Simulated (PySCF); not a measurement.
# Molecular orbitals of BSe⁺

LC-ωPBE at R = 1.853 Å; B 6-31G(d,p), Se 6-31G(d,p); no relativity (PySCF 2.14). State: ³Π (triplet), unpaired electrons σ ↑, π ↑. Only the outer orbitals are listed, counted within each symmetry.

```csv
spin,orbital,occ.,ε (eV),on B (%),main shells (%)
α,8σ,1,-31.96,17,"79 Se s, 12 B s"
α,9σ,1,-23.10,52,"52 B s, 31 Se p, 16 Se s"
α,4π,1,-19.43,15,"84 Se p, 15 B p"
α,10σ,1,-18.88,71,"48 B p, 27 Se p, 22 B s"
α,4π,1,-18.28,22,"77 Se p, 21 B p"
α,5π,0,-7.44,82,"82 B p, 15 Se p"
α,5π,0,-7.06,76,"76 B p, 22 Se p"
α,11σ,0,-2.17,32,"60 Se p, 27 B p, 11 Se d"
β,8σ,1,-30.52,19,"78 Se s, 13 B s"
β,9σ,1,-21.60,37,"44 Se p, 32 B s, 18 Se s"
β,4π,1,-17.92,16,"84 Se p, 15 B p"
β,4π,0,-10.08,22,"77 Se p, 22 B p"
β,10σ,0,-8.27,83,"53 B s, 30 B p, 16 Se p"
β,5π,0,-5.88,81,"81 B p, 16 Se p"
```

Question: Which are the highest filled and the lowest empty level, where do they sit, and how wide is the gap?

Answer: Highest filled β 4π at -17.92 eV (in %: 84 Se p, 15 B p); lowest empty β 4π at -10.08 eV (in %: 77 Se p, 22 B p); the gap at LC-ωPBE is 7.84 eV. Both belong to one degenerate shell, split only by its one-sided filling, so this is no excitation gap.

```json
{"bond order (Mayer)": "1.80", "⟨S²⟩": "2.010", "charge on B (Mulliken, basis-dependent)": "0.51", "charge on B (Löwdin, basis-dependent)": "0.41", "dipole moment (positive dipole points towards Se; it is taken about the centre of mass and depends on that origin)": "-3.27 D"}
```

Spin–orbit coupling is left out. The state is the lowest determinant that a PBE0 search found; another state may lie lower at other levels.
